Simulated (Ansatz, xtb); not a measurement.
**A geometry optimisation of CH4FGeS with r2SCAN-D4/def2-SVP**

The starting geometry of this gas-phase doublet was built from a drawn formula by distance geometry and a force field; its bonds are those of `F[C@@H]1[SH][GeH2]1`.

```xyz
8

C    -1.0899    2.2006    0.0239
F    -2.0427    1.3381    0.5459
Ge   -0.1597    1.5552   -1.5059
S    -1.7498    3.1829   -1.2814
H    -0.4901    2.7470    0.7794
H    -2.9370    2.6885   -1.6957
H     1.2276    2.1627   -1.8130
H    -0.8268    0.3208   -2.2382
```

Q: Predict what becomes of its bonds when it is optimised with r2SCAN-D4/def2-SVP.

A: A bond breaks, leaving `F[C@H](S)[GeH2]`. Contacts that open: Ge3–S4 (2.29 → 3.12 Å).

The energy falls by 2.63 eV over 13 steps:

```csv
step,E − E(last) (eV)
1,2.634
2,1.420
4,0.231
5,0.150
6,0.098
8,0.014
9,0.005
10,0.001
12,0.000
13,0.000
```

Final geometry (Å):

| atom | x (Å) | y (Å) | z (Å) |
| --- | --- | --- | --- |
| C | -1.1381 | 2.2150 | -0.0575 |
| F | -1.9595 | 1.3886 | 0.6787 |
| Ge | 0.0404 | 1.1429 | -1.2561 |
| S | -2.0742 | 3.4251 | -1.0330 |
| H | -0.5353 | 2.8297 | 0.6342 |
| H | -2.6069 | 2.5347 | -1.9030 |
| H | 1.0808 | 2.0956 | -1.8865 |
| H | -0.8755 | 0.5642 | -2.3618 |

From the same start GFN2-xTB reaches the same bonding as this run.

The end wasn't checked by frequencies. Open shells are spin-unrestricted. Run with Ansatz 0.2.0, 46 s on 2 threads of Intel(R) Xeon(R) 6975P-C (Granite Rapids) (shared host).
